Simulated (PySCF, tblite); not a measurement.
Species: C5H8N2O2Si.
SMILES: `C=CC1=NC(CO[SiH3])=NO1`

Jobs on this species (18 atoms, 82 electrons) with PySCF (density fitting) and tblite. Hardware of each: an Arm Neoverse N1 with one thread (shared host). The host was shared with other jobs, so the times are rough.

```json
{"level and settings": "GFN2-xTB", "work": "Hessian by finite differences", "basis functions": "–", "SCF cycles": "–", "wall time": "?"}
{"level and settings": "PBE0/pcSseg-1", "work": "shieldings, ring-centre shieldings, charges and field gradients", "basis functions": "217", "SCF cycles": "15", "wall time": "87 s"}
{"level and settings": "GFN2-xTB", "work": "L-BFGS relaxation", "basis functions": "–", "SCF cycles": "–", "wall time": "2.1 s"}
```

Question: Fill in the missing figures.

Answer: 
- GFN2-xTB; Hessian by finite differences: 1.3 s

Question: What do all jobs in the table cost together?

Answer: About 90 s; the longest takes about 96 % of that, and about 67 times as long as the shortest.
